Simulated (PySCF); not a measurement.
## Working out the excitation energy of Be

Be [He] 2s2 (1S) → Be [He] 2p2 (3P). All numbers are calculated (PySCF 2.14, the non-relativistic Hamiltonian (point nucleus), in aug-cc-pCVDZ (5s4p2d, 27 functions)). Frozen: nothing. Energies in hartree (1 hartree = 27.21139 eV):

```tsv
part	Be (lower)	Be (upper)
UHF	-14.572379	-14.334657
MP2 opposite-spin	-0.057152	-0.030487
MP2 same-spin	-0.000617	-0.006012
```

**Question.** What does Hartree-Fock give?

**Answer.** (-14.334657) − (-14.572379) = 0.237722 hartree = 6.469 eV.

**Question.** What do MP2 and SCS-MP2 (6/5 opposite-spin, 1/3 same-spin) give?

**Answer.** The opposite-spin parts differ by 0.726 eV and the same-spin parts by -0.147 eV. MP2: 6.469 + (0.726) + (-0.147) = 7.048 eV. SCS-MP2: 6.469 + 1.2 × (0.726) + (-0.147)/3 = 7.291 eV.

Measured between the centres of the two terms (NIST): 7.401 eV, so MP2 (valence and next inner shell) is off by -0.353 eV.

A double-zeta basis recovers only part of the correlation energy.

What remains against the reference includes basis incompleteness and correlation beyond second order.
